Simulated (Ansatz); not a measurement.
C2H9AlOSi, SMILES `C[C](O)([AlH2])[SiH3]`, 14 atoms. Total charge 0; spin multiplicity 1. All runs use 4 threads of an Arm Neoverse V2 on a shared host. Correlated methods freeze the cores.

Q: Give the basis size and wall time and peak host memory of each of these runs in Ansatz. RHF-CCSD(T)/def2-SVP energy; RKS B3LYP-D4/def2-TZVPP energy and forces; RHF-CCSD(T)/def2-TZVPP energy; direct RPA on PBE orbitals/def2-TZVPP energy; RKS ωB97M-V/def2-SVP energy; RKS PBE0-D4/def2-SVP energy; RHF-MP2/def2-QZVPP energy; RKS PBE0-D4/def2-TZVP relaxation (16 steps); RKS r2SCAN-D4/def2-TZVPP energy and forces; RKS SPW92 (LDA)/def2-TZVPP energy; RKS ωB97M-V/def2-QZVPP energy; RKS PBE0-D4/def2-TZVP frequencies. (Estimate.)

A: Computed: Other jobs shared the machine, so times are rough.

```json
{"level": "RKS PBE0-D4/def2-SVP", "job": "energy", "functions": "123", "wall time": "1.1 s", "peak host memory (GiB)": "0.68"}
{"level": "RKS SPW92 (LDA)/def2-TZVPP", "job": "energy", "functions": "303", "wall time": "1.5 s", "peak host memory (GiB)": "0.46"}
{"level": "RKS ωB97M-V/def2-SVP", "job": "energy", "functions": "123", "wall time": "4.8 s", "peak host memory (GiB)": "0.68"}
{"level": "RKS r2SCAN-D4/def2-TZVPP", "job": "energy and forces", "functions": "303", "wall time": "5.5 s", "peak host memory (GiB)": "0.5"}
{"level": "RKS B3LYP-D4/def2-TZVPP", "job": "energy and forces", "functions": "303", "wall time": "6 s", "peak host memory (GiB)": "1.1"}
{"level": "direct RPA on PBE orbitals/def2-TZVPP", "job": "energy", "functions": "303", "wall time": "6.5 s", "peak host memory (GiB)": "0.9"}
{"level": "RHF-CCSD(T)/def2-SVP", "job": "energy", "functions": "123", "wall time": "6.5 s", "peak host memory (GiB)": "0.68"}
{"level": "RKS ωB97M-V/def2-QZVPP", "job": "energy", "functions": "581", "wall time": "24 s", "peak host memory (GiB)": "3"}
{"level": "RHF-MP2/def2-QZVPP", "job": "energy", "functions": "581", "wall time": "28 s", "peak host memory (GiB)": "4.9"}
{"level": "RKS PBE0-D4/def2-TZVP", "job": "relaxation (16 steps)", "functions": "221", "wall time": "57 s", "peak host memory (GiB)": "0.66"}
{"level": "RKS PBE0-D4/def2-TZVP", "job": "frequencies", "functions": "221", "wall time": "3.5 min", "peak host memory (GiB)": "0.68"}
{"level": "RHF-CCSD(T)/def2-TZVPP", "job": "energy", "functions": "303", "wall time": "11 min", "peak host memory (GiB)": "3.8"}
```

B3LYP here is the variant with VWN-RPA as its local correlation; programs differ in this.
